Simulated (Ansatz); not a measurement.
Ansatz results at the PBE0-D4/def2-TZVP geometry: LUMO energy (ωB97M-V/def2-TZVPP) 1.92 eV; HOMO–LUMO gap (PBE0/def2-TZVPP) 8.35 eV; LUMO energy (B3LYP/def2-TZVPP) 0.08 eV.

Each molecule was computed in one conformer, which needn't be the lowest.

(1) Which molecule gave them?
A. `FC(F)N[SiH3]`
B. `[BH2][Al]1[CH2][CH]1C`
C. `C=C1BC1F`
D. `CB1NC1(N)N`

## Answers

(1) A. The others give `[BH2][Al]1[CH2][CH]1C`: -0.67, 3.02, -2.58; `C=C1BC1F`: -0.49, 5.13, -2.73; `CB1NC1(N)N`: 1.89, 6.74, 0.37.

B3LYP here is the variant with VWN-RPA as its local correlation; programs differ in this.
